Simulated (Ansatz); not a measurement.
`S[SiH2][GeH3]` + H–F → `F[SiH2][GeH3]` + H₂S  (ligand exchange at the Si–S bond)

Calculated with Ansatz (gas phase, PBE0-D4/def2-TZVP geometries, no zero-point term in ΔE). CCSD(T)/CBS adds triple-zeta CCSD(T) − MP2 to the extrapolated MP2 energy (def2 sets, frozen cores). This one scheme is used for every species. Functionals use def2-TZVPP. B3LYP here is the variant with VWN-RPA as its local correlation; programs differ in this. For Ge outer-core shells are correlated without core-valence functions, which leaves a few kJ/mol of doubt a bond. Scalar relativity is left out up to krypton. Each species was taken in one conformer, which may not be the lowest.

| level | ΔE (kJ/mol) |
| --- | --- |
| r2SCAN-D4 | -64.6 |
| B3LYP-D4 | -68.2 |
| BHLYP-D4 | -71.8 |
| r2SCANh | -65.0 |
| RPA@PBE/def2-TZVPP | -69.4 |
| CCSD/def2-SVP | -68.3 |
| CCSD(T)/def2-SVP | -65.9 |
| MP2/def2-QZVPP | -58.5 |

Problem. What does CCSD(T)/CBS give? (Estimate.)

Solution. The calculation gave: -61.7 kJ/mol. The listed levels differ from it by -2.9, -6.5, -10.1, -3.3, -7.7, -6.6, -4.2, 3.2 kJ/mol.

Largest T1 diagnostic among the species: 0.012.

Leaving LDA and LC-ωPBE aside and taking each functional with its dispersion term where it has one, the values, not all of them listed here, spread over 27.5 kJ/mol, from CAM-B3LYP-D4 to revPBE-D4. In def2-TZVPP, CCSD(T) changes the Hartree–Fock value by +23.5 kJ/mol (the triples alone add +4.3 kJ/mol) and MP2 by +28.8 kJ/mol. The D4 term adds +8.8 kJ/mol with B3LYP and +4.8 kJ/mol with PBE0; it sums over pairs of atoms, weighted by their polarisabilities, and B3LYP, whose exchange is more repulsive, gets the larger term.
